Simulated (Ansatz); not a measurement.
Steps of a relaxation of H6O3Si2, SMILES `O[SiH](O)O[SiH3]` with RKS PBE-D4/def2-SVP.

```sh
$ ansatz run in.yaml --threads 4 --pin off --events-out ev --progress --plain --max-ram 10444MiB
```

```yaml
crystal:
  periodic: [false, false, false]
  atoms:
    - {symbol: O, position_ang: [-1.831700, 0.933600, 1.216800]}
    - {symbol: Si, position_ang: [-0.372800, 0.373700, 0.932200]}
    - {symbol: O, position_ang: [-0.259400, -1.011400, 1.793500]}
    - {symbol: O, position_ang: [-0.125500, 0.080200, -0.674400]}
    - {symbol: Si, position_ang: [1.008300, -0.321700, -1.750500]}
    - {symbol: H, position_ang: [-2.527100, 0.750700, 0.524100]}
    - {symbol: H, position_ang: [0.665800, 1.350200, 1.398800]}
    - {symbol: H, position_ang: [-0.589900, -0.953300, 2.681400]}
    - {symbol: H, position_ang: [2.046400, 0.763900, -1.675400]}
    - {symbol: H, position_ang: [0.441600, -0.408700, -3.076800]}
    - {symbol: H, position_ang: [1.609800, -1.614200, -1.349100]}
basis:
  gaussian: {orbitals: def2-SVP}
hamiltonian: {xc: pbe, dispersion: d4}
relax: {f_tol: 0.03, max_steps: 200}
```

Positions (Å) and forces (eV/Å) along the path, 12 of 17 steps:

```xyz
11
step=1 energy=-21973.5993 eV
O    -1.832    0.934    1.217   -3.530    1.215   -0.762
Si   -0.373    0.374    0.932    2.368   -0.019   -0.137
O    -0.259   -1.011    1.794    0.934   -1.305   -0.785
O    -0.126    0.080   -0.674   -1.779    0.238    1.155
Si    1.008   -0.322   -1.750    1.762    0.031   -0.097
H    -2.527    0.751    0.524    0.787    0.268    0.892
H     0.666    1.350    1.399   -0.125    0.067   -0.062
H    -0.590   -0.953    2.681   -0.439    0.021    1.101
H     2.046    0.764   -1.675    0.200   -0.045   -0.247
H     0.442   -0.409   -3.077   -0.437   -0.056   -1.003
H     1.610   -1.614   -1.349    0.258   -0.414   -0.055
11
step=4 energy=-21973.8807 eV rejected
O    -1.870    1.106    1.137    0.076    0.285   -0.167
Si   -0.343    0.448    0.962   -0.919   -0.309    0.996
O    -0.304   -0.971    1.852    0.505   -0.227   -0.476
O    -0.069    0.055   -0.619    0.120   -0.127   -0.017
Si    1.073   -0.344   -1.774    0.163    0.048   -0.115
H    -2.592    0.641    0.681    0.029   -0.048   -0.021
H     0.575    1.496    1.484    0.160   -0.021   -0.108
H    -0.677   -1.122    2.736   -0.015    0.417   -0.185
H     2.163    0.694   -1.812    0.003    0.021    0.029
H     0.404   -0.379   -3.115   -0.076   -0.003   -0.003
H     1.705   -1.680   -1.509   -0.046   -0.036    0.068
11
step=5 energy=-21973.9660 eV
O    -1.879    1.104    1.136    0.013   -0.024    0.024
Si   -0.360    0.428    0.995    0.013    0.049   -0.109
O    -0.227   -1.016    1.822   -0.009   -0.053   -0.043
O    -0.071    0.061   -0.598    0.043   -0.015   -0.017
Si    1.066   -0.333   -1.763   -0.012    0.011    0.075
H    -2.564    0.627    0.634   -0.025    0.028    0.006
H     0.597    1.459    1.492   -0.026    0.008    0.004
H    -0.701   -1.038    2.670    0.010    0.000    0.069
H     2.152    0.710   -1.806   -0.017   -0.023   -0.014
H     0.368   -0.387   -3.093    0.013    0.007    0.022
H     1.685   -1.673   -1.467   -0.003    0.012   -0.017
11
step=6 energy=-21973.9727 eV
O    -1.890    1.115    1.139   -0.053    0.054   -0.007
Si   -0.381    0.430    0.975    0.034    0.013   -0.011
O    -0.257   -1.034    1.767    0.014   -0.053    0.022
O    -0.080    0.074   -0.616    0.002    0.024   -0.041
Si    1.074   -0.339   -1.753   -0.028    0.006    0.001
H    -2.607    0.650    0.673   -0.007   -0.013   -0.003
H     0.566    1.464    1.489   -0.006   -0.027    0.011
H    -0.601   -1.039    2.676    0.018    0.009    0.024
H     2.171    0.691   -1.788    0.016   -0.002    0.011
H     0.401   -0.382   -3.094    0.002   -0.008   -0.005
H     1.669   -1.686   -1.447    0.009   -0.002   -0.001
11
step=7 energy=-21973.9607 eV rejected
O    -1.905    1.132    1.135   -0.203    0.000   -0.108
Si   -0.408    0.433    0.951    0.035   -0.037    0.124
O    -0.290   -1.052    1.711   -0.162   -0.014    1.070
O    -0.097    0.092   -0.640   -0.045    0.054   -0.081
Si    1.077   -0.342   -1.749    0.025   -0.029   -0.009
H    -2.658    0.670    0.718    0.158    0.039    0.058
H     0.536    1.455    1.494    0.014   -0.030   -0.004
H    -0.477   -1.033    2.690    0.194    0.004   -1.052
H     2.198    0.663   -1.753   -0.004    0.028   -0.002
H     0.438   -0.381   -3.106   -0.003    0.009   -0.006
H     1.651   -1.693   -1.429   -0.011   -0.024    0.009
11
step=8 energy=-21973.9755 eV
O    -1.900    1.122    1.133   -0.003    0.022   -0.009
Si   -0.393    0.431    0.966    0.002   -0.011   -0.001
O    -0.267   -1.042    1.747    0.001   -0.002   -0.009
O    -0.092    0.089   -0.630   -0.016    0.019    0.008
Si    1.073   -0.340   -1.751   -0.003   -0.002   -0.003
H    -2.625    0.651    0.685    0.004   -0.013   -0.004
H     0.555    1.455    1.496   -0.004   -0.009    0.004
H    -0.539   -1.030    2.681    0.013    0.001    0.011
H     2.184    0.677   -1.769    0.005   -0.003    0.004
H     0.418   -0.378   -3.101    0.002   -0.003   -0.002
H     1.651   -1.692   -1.436    0.000    0.001    0.000
11
step=10 energy=-21973.9768 eV
O    -1.941    1.094    1.141   -0.096   -0.072   -0.119
Si   -0.417    0.446    0.964    0.024    0.006   -0.003
O    -0.233   -1.043    1.703    0.006    0.003    0.000
O    -0.120    0.158   -0.645   -0.008    0.004    0.019
Si    1.053   -0.344   -1.730    0.007    0.011    0.017
H    -2.628    0.659    0.598    0.070    0.051    0.093
H     0.499    1.477    1.532    0.024    0.002    0.009
H    -0.355   -1.039    2.668   -0.006    0.000   -0.018
H     2.222    0.606   -1.710   -0.006   -0.006   -0.005
H     0.440   -0.346   -3.101   -0.002    0.001    0.004
H     1.545   -1.726   -1.399   -0.013    0.000    0.003
11
step=12 energy=-21973.9803 eV
O    -1.974    1.062    1.134    0.015   -0.004    0.032
Si   -0.415    0.501    0.959   -0.003   -0.026   -0.028
O    -0.169   -1.024    1.607   -0.021    0.073   -0.014
O    -0.069    0.327   -0.656    0.093   -0.025   -0.046
Si    1.054   -0.340   -1.712   -0.008   -0.027    0.058
H    -2.653    0.569    0.640    0.020   -0.005   -0.006
H     0.436    1.540    1.614   -0.028   -0.017   -0.023
H    -0.307   -1.078    2.568    0.004   -0.027    0.017
H     2.308    0.499   -1.747   -0.059   -0.022    0.007
H     0.437   -0.366   -3.081    0.000    0.021    0.004
H     1.417   -1.746   -1.307   -0.015    0.057   -0.003
11
step=13 energy=-21973.9809 eV
O    -1.977    1.052    1.138    0.001   -0.014    0.002
Si   -0.415    0.504    0.957    0.002   -0.021   -0.031
O    -0.157   -1.019    1.605   -0.013    0.057   -0.004
O    -0.068    0.333   -0.659    0.043   -0.029    0.006
Si    1.050   -0.348   -1.710   -0.008    0.063    0.053
H    -2.648    0.563    0.628    0.020    0.005    0.008
H     0.428    1.550    1.610   -0.015   -0.014   -0.013
H    -0.293   -1.079    2.566    0.003   -0.016   -0.002
H     2.307    0.485   -1.735   -0.017   -0.034    0.006
H     0.441   -0.343   -3.082    0.002   -0.032    0.006
H     1.397   -1.755   -1.298   -0.018    0.036   -0.031
11
step=15 energy=-21973.9823 eV
O    -1.990    1.033    1.134    0.001   -0.014   -0.014
Si   -0.414    0.521    0.959   -0.005   -0.002    0.019
O    -0.128   -0.998    1.599    0.006   -0.006   -0.001
O    -0.047    0.362   -0.652    0.004    0.006   -0.011
Si    1.048   -0.346   -1.705   -0.003   -0.006    0.008
H    -2.645    0.528    0.620    0.004    0.005    0.006
H     0.399    1.584    1.619    0.001   -0.003   -0.002
H    -0.274   -1.087    2.557   -0.004    0.013   -0.002
H     2.335    0.436   -1.719   -0.006   -0.006   -0.001
H     0.442   -0.321   -3.079    0.003    0.005   -0.001
H     1.339   -1.768   -1.312   -0.002    0.008   -0.003
11
step=16 energy=-21973.9819 eV rejected
O    -2.018    0.979    1.127    0.028   -0.079   -0.070
Si   -0.412    0.554    0.961   -0.039    0.017    0.016
O    -0.054   -0.958    1.582    0.002    0.012    0.013
O    -0.013    0.441   -0.649    0.038   -0.049    0.009
Si    1.036   -0.349   -1.695    0.061   -0.030    0.022
H    -2.637    0.442    0.597    0.055    0.054    0.053
H     0.335    1.654    1.643   -0.024   -0.039   -0.019
H    -0.216   -1.082    2.534    0.000    0.036   -0.048
H     2.394    0.317   -1.678   -0.123   -0.058    0.004
H     0.456   -0.250   -3.080    0.025    0.004    0.044
H     1.195   -1.806   -1.323   -0.022    0.130   -0.024
11
step=17 energy=-21973.9830 eV
O    -2.002    1.005    1.132    0.002   -0.030   -0.026
Si   -0.413    0.535    0.959   -0.011    0.004   -0.005
O    -0.091   -0.981    1.591    0.003    0.008   -0.004
O    -0.036    0.399   -0.654    0.012   -0.019    0.016
Si    1.041   -0.348   -1.701    0.006    0.007    0.013
H    -2.641    0.488    0.609    0.018    0.019    0.020
H     0.371    1.614    1.627   -0.005   -0.008   -0.004
H    -0.244   -1.078    2.546    0.000    0.010   -0.011
H     2.361    0.380   -1.693   -0.023   -0.018   -0.001
H     0.452   -0.284   -3.081    0.009   -0.001    0.011
H     1.269   -1.786   -1.316   -0.009    0.026   -0.011
```

It took 20 s on 4 threads of an Arm Neoverse V2 on a shared host, with 0.14 GiB of host memory at the peak.
